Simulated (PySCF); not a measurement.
HOS, SMILES O[S], multiplicity 2. Coordinates come from a PBE-D3(BJ)/def2-TZVPD optimisation.

These are PBE-D3(BJ)/def2-TZVPD in PySCF values and carry that method's errors.

Harmonic wavenumbers (cm⁻¹): 814, 1128, 3610. Rotational constants (GHz): 629.6, 16.21, 15.80; symmetry number 1.

Q: Work out the zero-point energy and the ideal-gas rigid-rotor harmonic-oscillator thermochemistry at 298.15 K and 1 atm.

A: ZPE = ½ Σ hcν = ½ × 5553 cm⁻¹ = 7.94 kcal/mol. H − E(el) = 10.37 kcal/mol. Entropy in cal/(mol K): translation 37.60, rotation 18.24, vibration 0.25, spin 1.38, total 57.46. G − E(el) = -6.76 kcal/mol. Cp = 8.83 cal/(mol K).
